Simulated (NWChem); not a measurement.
Isomers of CH4F2OSi, each optimised at B3LYP/6-31G* with NWChem, gas phase unless a solvent is named. Flexible species stand in one conformer each, which need not be the lowest. Pople sets run with spherical d functions. Relative energies count from the lowest isomer at each level and are electronic, without zero-point energy, on those geometries.

A: FC([SiH2]O)F
B: O[Si@@H](F)CF
C: C[Si](O)(F)F
D: OC[SiH](F)F

| quantity | A | B | C | D |
|---|---|---|---|---|
| relative energy, B3LYP/def2-TZVP (kcal/mol) | 116.3 | 66.5 | 0.0 | 57.1 |
| relative energy, CAM-B3LYP/def2-TZVP (kcal/mol) | 117.7 | 67.4 | 0.0 | 57.9 |
| highest harmonic frequency (cm⁻¹), B3LYP/6-31G* | 3802 | 3759 | 3806 | 3739 |
| SMD solvation free energy in water, B3LYP/6-31G* (kcal/mol) | -3.6 | -4.0 | -4.3 | -4.6 |
